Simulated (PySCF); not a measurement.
C₂H₃O₃, SMILES COC([O])=O (connectivity only; charge and spin as stated), charge -1, multiplicity 1. Geometry optimised at PBE-D3(BJ)/def2-SVPD. The multiplicity is an assumed one; other spin states were not compared. The isomer is the one that the SMILES or the coordinates give; other isomers of the formula were not compared.

Level of theory: PBE-D3(BJ)/def2-SVPD in PySCF.

Harmonic wavenumbers (cm⁻¹): 103, 160, 305, 526, 627, 765, 780, 1065, 1125, 1132, 1259, 1373, 1380, 1417, 1751, 2891, 2948, 2974. Rotational constants (GHz): 11.03, 4.510, 3.268; symmetry number 1.

### Question
Work out the zero-point energy and the ideal-gas rigid-rotor harmonic-oscillator thermochemistry at 298.15 K and 1 atm.

### Answer
ZPE = ½ Σ hcν = ½ × 22582 cm⁻¹ = 135.07 kJ/mol. H − E(el) = 151.30 kJ/mol. Entropy in J/(mol K): translation 162.60, rotation 105.00, vibration 37.98, total 305.58. G − E(el) = 60.19 kJ/mol. Cp = 76.85 J/(mol K). Modes under 150 cm⁻¹ make the vibrational entropy uncertain.
